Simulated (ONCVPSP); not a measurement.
# Before and after: ONCV potential for tin

tin (Sn), optimised norm-conserving Vanderbilt (ONCV), made with ONCVPSP 4.0.1 (PBEsol, fully relativistic). Core [Ar] 3d10, reference 4s2 4p6 4d10 5s2 5p1.75 (charge +0.25). Waves: 4s+5s: rc 1.20 bohr, ncon 4, nbas 8, qcut 8.2 1/bohr, 3 projectors, debl 0.5 Ha; 4p+5p: rc 1.25 bohr, ncon 3, nbas 6, qcut 10.7 1/bohr, 2 projectors; 4d: rc 1.00 bohr, ncon 4, nbas 8, qcut 8.8 1/bohr, 1 projector. Local part: polynomial inside 0.65 bohr (lpopt 5, dvloc0 6 Ha). Core correction: polynomial model core, fcfact 0.25.

Open shells are filled in proportion to 2j + 1.

All-electron outer shells of the reference configuration (PBEsol, scalar-relativistic, ld1.x):

| shell | level (eV) | outermost node (bohr) | outermost maximum (bohr) |
| --- | --- | --- | --- |
| 3p | -700.32 | 0.14 | 0.30 |
| 3d | -475.23 | – | 0.25 |
| 4s | -135.58 | 0.40 | 0.74 |
| 4p | -91.40 | 0.41 | 0.79 |
| 4d | -27.62 | 0.39 | 0.88 |
| 5s | -12.30 | 0.98 | 2.01 |
| 5p | -5.24 | 1.09 | 2.52 |

Change: s: rc 1.74.

Cutoffs: the cutoffs (Ha) at which the residual kinetic energy of the hardest occupied pseudo-wave falls to 1 and 0.1 mHa per electron; they do not see the model core or the augmentation charge, which bear on the density cutoff. Errors are all-electron minus pseudo energies relative to the spin-unpolarised reference configuration.

**Question.** Predict the effect on cutoff, ghosts and configuration errors.

**Answer.** The potential gets neither clearly harder nor softer (63 Ha and 208 Ha → 63 Ha and 208 Ha); the bound ghost in s disappears; of the 4 tests that both files solve, the error grows in 1 and shrinks in 0 by more than 15 % and 0.3 meV (median size 0.6 → 0.6 meV).

```tsv
quantity	base	changed
cutoff, loose	63 Ha	63 Ha
cutoff, tight	208 Ha	208 Ha
loose cutoff by channel	s 32 Ha, p 37 Ha, d 63 Ha	s 19 Ha, p 37 Ha, d 63 Ha
bound ghosts	s	none
GHOST(+) flags under 300 eV	none	s at 112.6 eV
error for 4s2 4p6 4d10 5s2 5p2, meV [ΔE -1.12 eV]	-0.1	-0.1
error for 4s2 4p6 4d10 5s2 5p1, meV [ΔE 5.79 eV]	+0.3	+0.3
error for 4s2 4p6 4d10 5s2 5p0, meV [ΔE 19.78 eV]	+0.9	+1.0
error for 4s1 4p6 4d10 5s2 5p2, meV [ΔE 140.83 eV]	-131	-653
p3/2: phases at 1.27 bohr within 0.05 rad from the reference energy up to (Ha; the scan ends near 5)	to the end of the scan	to the end of the scan
p1/2: phases at 1.27 bohr within 0.05 rad from the reference energy up to (Ha; the scan ends near 5)	to the end of the scan	to the end of the scan
d5/2: phases at 1.01 bohr within 0.05 rad from the reference energy up to (Ha; the scan ends near 5)	to the end of the scan	to the end of the scan
d3/2: phases at 1.01 bohr within 0.05 rad from the reference energy up to (Ha; the scan ends near 5)	to the end of the scan	to the end of the scan
rms error of d²Exc/dni dnj with the model core, mHa	3.32	3.15
```

 A true bound ghost makes a file unfit for plane-wave use even where its test errors are small: the radial tests pick states by their node count and pass the ghost by.
